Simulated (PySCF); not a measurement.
Sn(Cl)(Me)(OH)2 (CH5ClO2Sn), SMILES [OH][Sn]([CH3])([OH])[Cl].

Coordinates come from a PBE0-D3(BJ)/def2-SVP optimisation. The structure was generated by enumeration; whether it is a known compound was not checked. The def2 effective core potentials stand for the cores of Sn; spin–orbit coupling is left out. The values are those of a single conformer.

Two levels are set side by side: TDA-PBE/def2-SVPD (PySCF) and TDA-B3LYP/def2-SVPD (PySCF). Vertical, same geometry. The lowest singlet is HOMO→LUMO 93 % with PBE and HOMO→LUMO 75 %, HOMO−1→LUMO 20 % with the other functional; states are paired by order. Differences are taken from unrounded values.

```
quantity                               TDA-B3LYP  TDA-PBE  TDA-PBE minus TDA-B3LYP
-------------------------------------  ---------  -------  -----------------------
lowest singlet excitation (eV)              5.68     4.98                    -0.70
lowest triplet excitation (TDA) (eV)        5.18     4.60                    -0.58
first bright state (f over 0.05) (eV)       5.97     5.45                    -0.52
its oscillator strength                     0.08     0.05                    -0.03
```

Functionals without exact exchange tend to place singlet excitations lower, as here. Differences between two approximate levels are no errors against the true value.

Rough cost on one machine, each run with all the roots and properties that it gave: TDA-B3LYP against TDA-PBE about 2 times.
